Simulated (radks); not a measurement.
Values are calculated unless marked as measured or tabulated.
The mean radii <r> (bohr) of the occupied orbitals of an atom or ion are listed with their occupations. Code: a radial shooting solver on a logarithmic mesh with Libxc functionals. Model: scalar-relativistic Kohn-Sham, PBEsol, spin-polarised, spherical densities, finite nucleus; Fermi nuclear charge, rms radius of each element as measured or else 0.836 A^(1/3) + 0.57 fm.

| orbital | occ. | <r> |
|---|---|---|
| 1s up | 1 | 0.03041 |
| 1s down | 1 | 0.03041 |
| 2s up | 1 | 0.1317 |
| 2s down | 1 | 0.1317 |
| 2p up | 3 | 0.1149 |
| 2p down | 3 | 0.1149 |
| 3s up | 1 | 0.3579 |
| 3s down | 1 | 0.3578 |
| 3p up | 3 | 0.3564 |
| 3p down | 3 | 0.3563 |
| 3d up | 5 | 0.3334 |
| 3d down | 5 | 0.3332 |
| 4s up | 1 | 0.8389 |
| 4s down | 1 | 0.8377 |
| 4p up | 3 | 0.8897 |
| 4p down | 3 | 0.8891 |
| 4d up | 3 | 0.9935 |

Name the element and its charge. Open shells, if any, are filled with parallel spins first.

Answer. Z = 48, cadmium, charge +9: Cd9+ in [Kr] 4d3. The 1s radius gives Z: for a bare nucleus <r> = (2 gamma + 1)/(2Z) with gamma = sqrt(1 - (Z/c)^2), 0.02993 bohr for Z = 48, and screening makes it slightly larger (0.03041 here). The occupations add up to 39, and the charge is Z minus that.
